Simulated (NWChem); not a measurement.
Correlation energy of In (+1)

```xyz
1

In     0.0000     0.0000     0.0000
```
Charge +1, spin multiplicity 1.

The numbers come from NWChem runs, not from measurements.

Basis set: def2-SVP. Each correlation energy counts from its own Hartree-Fock reference.

Effective core potentials replace the inner electrons of In; spin-orbit coupling is left out. The correlated methods keep 4 core orbitals frozen. Coupled-cluster values serve here as a point of comparison, not as the truth.

Q: One of these methods gave a correlation energy of -42.8 mHa. Which?
A. SCS-MP2
B. CCSD
C. MP2

A: C, MP2. The others give -45.7 (SCS-MP2), -56.0 (CCSD).
